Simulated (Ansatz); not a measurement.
InCl2O (SMILES [O][In]([Cl])[Cl]): the energy to break a bond

InCl2O has 4 atoms, charge 0, and is taken as a doublet. As SMILES, `[O][In]([Cl])[Cl]`. The shape was relaxed beforehand at wB97X-V/def2-SVP.

```xyz
4

O     0.6129    1.0254    1.6862
In    0.0333    0.0187    0.0498
Cl    0.7421   -2.1591   -0.2570
Cl   -1.3327    1.0547   -1.4994
```

Wanted: the dissociation energy of the In2–O1 bond into doublet InCl2 and triplet O (shapes relaxed at wB97X-V/def2-SVP, no zero-point term). 1 Eh = 2625.50 kJ/mol = 27.2114 eV. Totals in Eh; open shells run unrestricted unless said.

| level | program | InCl2O | doublet InCl2 | triplet O |
| --- | --- | --- | --- | --- |
| U-r2SCAN/def2-SVP (core potential) | Ansatz | -1185.408731 | -1110.341721 | -74.963589 |
| UB3LYP/def2-SVP (core potential) | Ansatz | -1185.517044 | -1110.418242 | -75.000759 |
| UCCSD(T)/def2-SVP (core potential), 15 core orbitals frozen | Ansatz | -1183.309849 | -1108.378092 | -74.837469 |

Q: Work out the dissociation energy at each level.

A: 
1. U-r2SCAN/def2-SVP (core potential): (-1110.341721) + (-74.963589) − (-1185.408731) = 0.103421 Eh = 271.5 kJ/mol = 2.81 eV.
2. UB3LYP/def2-SVP (core potential): (-1110.418242) + (-75.000759) − (-1185.517044) = 0.098043 Eh = 257.4 kJ/mol = 2.67 eV.
3. UCCSD(T)/def2-SVP (core potential): (-1108.378092) + (-74.837469) − (-1183.309849) = 0.094288 Eh = 247.6 kJ/mol = 2.57 eV.

The levels span 248 to 272 kJ/mol; no measured value is set beside them. A bond enthalpy at 298 K also holds the loss of zero-point energy and thermal terms.
